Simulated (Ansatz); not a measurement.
Born–Oppenheimer molecular dynamics of C₂H₈S₂Si (13 atoms, charge 0, multiplicity 1). It starts from a relaxed structure.

The calculation used RKS B3LYP-D4/STO-3G in Ansatz.

* ensemble: NVT, Nosé–Hoover chain
* time step: 0.5 fs
* steps asked: 327
* set temperature: 300 K
* thermostat: time constant 50 fs, chain length 3
* seed: 668818

First frame:

```xyz
13
Properties=species:S:1:pos:R:3
Si -1.810 -0.524 0.080
C -0.231 0.163 0.847
C 1.077 -0.494 0.304
S 1.290 -0.372 -1.524
S 1.222 1.720 -1.755
H -2.945 -0.133 0.884
H -1.996 -0.015 -1.258
H -1.748 -1.966 0.032
H -0.254 0.032 1.940
H -0.172 1.247 0.659
H 1.952 -0.054 0.820
H 1.079 -1.575 0.530
H 2.557 1.936 -1.544
```

Problem. How far do the bonds stretch over the last three quarters of this one trajectory? (Pairs bonded in most of those frames.)

Solution. 
```json
{"bond": "Si1–C2", "mean (Å)": "1.896", "spread (Å)": "0.014", "shortest": "1.87", "longest": "1.92"}
{"bond": "Si1–H6", "mean (Å)": "1.450", "spread (Å)": "0.035", "shortest": "1.39", "longest": "1.51"}
{"bond": "Si1–H7", "mean (Å)": "1.446", "spread (Å)": "0.028", "shortest": "1.40", "longest": "1.49"}
{"bond": "Si1–H8", "mean (Å)": "1.446", "spread (Å)": "0.022", "shortest": "1.41", "longest": "1.48"}
{"bond": "C2–C3", "mean (Å)": "1.565", "spread (Å)": "0.019", "shortest": "1.53", "longest": "1.59"}
{"bond": "C2–H9", "mean (Å)": "1.104", "spread (Å)": "0.028", "shortest": "1.05", "longest": "1.15"}
{"bond": "C2–H10", "mean (Å)": "1.102", "spread (Å)": "0.018", "shortest": "1.06", "longest": "1.14"}
{"bond": "C3–S4", "mean (Å)": "1.860", "spread (Å)": "0.062", "shortest": "1.76", "longest": "1.95"}
{"bond": "C3–H11", "mean (Å)": "1.108", "spread (Å)": "0.022", "shortest": "1.07", "longest": "1.14"}
{"bond": "C3–H12", "mean (Å)": "1.106", "spread (Å)": "0.025", "shortest": "1.07", "longest": "1.15"}
{"bond": "S4–S5", "mean (Å)": "2.106", "spread (Å)": "0.008", "shortest": "2.09", "longest": "2.13"}
{"bond": "S5–H13", "mean (Å)": "1.372", "spread (Å)": "0.044", "shortest": "1.30", "longest": "1.44"}
```

Mean temperature of the second half: 263 K. The conserved energy stayed within 0.37 meV per atom of its start (net change 0.33 meV per atom), so the integration is sound. The mean temperature of the second half is 12 % below the set value. A run of 0.16 ps of so small a system gives no equilibrium averages. Limits of this set-up: minimal basis.

Time of the run: 10 min on 1 thread of Arm Neoverse V2 (shared host), peak memory 0.1 GiB.
